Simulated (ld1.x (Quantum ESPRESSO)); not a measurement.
Configuration tests for nitrogen (N) (TM)

```json
{"Element": "N (Z = 7)", "Generator": "ld1.x (Quantum ESPRESSO) 7.5", "Type": "norm-conserving Troullier–Martins (Kleinman–Bylander form)", "Functional": "PBE", "Relativity": "fully relativistic", "Frozen core": "[He]", "Valence charge": "5", "Reference configuration": "2s2 2p2 (charge +1)", "Partial waves": "2s (bound): rc 0.80 bohr; 2p (bound): rc 2.40 bohr; 3d channel at 0.1 Ry: rc 2.30 bohr", "Local potential": "all-electron potential smoothed inside 1.20 bohr (lloc = -1)", "Core correction": "Bessel-smoothed model core, default radius (core density twice the valence density)"}
```

Open shells are filled in proportion to 2j + 1 (rel_dist='average').

Energies are relative to the spin-unpolarised reference configuration 2s2 2p2; without spin polarisation the order of configurations can differ from experiment. The frozen-core shift is the all-electron ΔE with the core orbitals held at their reference shape minus the fully relaxed ΔE.

```csv
valence configuration,charge,ΔE all-electron (eV),error AE − PS (meV),frozen-core shift (meV)
2s2 2p3,0,-13.591,+86,+0.1
2s2 2p0,+3,75.936,+1976,+7.9
2s1 2p4,0,-2.084,+248,+0.4
2s0 2p5,0,9.450,+377,+1.6
2s2 2p2.5,+0.5,-8.498,+33,+0.1
2s2 2p3.3,-0.3,-15.210,+109,+0.1
```

Q: What are ΔE and the potential's error for 2s2 2p1?

A: ΔE = 28.854 eV all-electron; the error (AE − PS) is +322 meV.

Levels in the configuration 2s0 2p5:

```json
{"level": "2p j=1/2", "all-electron (eV)": "-7.906", "pseudo (eV)": "-8.139"}
{"level": "2p j=3/2", "all-electron (eV)": "-7.887", "pseudo (eV)": "-8.118"}
```
